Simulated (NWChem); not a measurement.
Molecule: CHClF$_{2}$; SMILES FC(F)Cl

Computed with NWChem. Pople sets run with spherical d functions. Each level has its own optimisation. Entropies are gas-phase, rigid-rotor, harmonic values for NWChem's default masses at 298.15 K and 1 bar, so the errors hold that model's part too (torsions, anharmonicity).

Measured entropy at 1 bar: 67.1 cal/(mol K) (CRC Handbook, as tabulated in the package chemicals).

| level | entropy at 1 bar (cal/(mol K)) | computed − measured |
|---|---|---|
| Hartree-Fock/STO-3G | 67.1 | 0.0 |
| Hartree-Fock/3-21G | 67.4 | +0.3 |
| Hartree-Fock/6-31G* | 66.6 | -0.5 |
| B3LYP/6-31G* | 67.3 | +0.2 |
| LDA (Slater exchange, VWN5)/def2-SVP | 67.1 | 0.0 |
| PBE/def2-SVP | 67.4 | +0.3 |
| BLYP/def2-SVP | 67.5 | +0.4 |
| PBE0/def2-SVP | 67.0 | -0.1 |
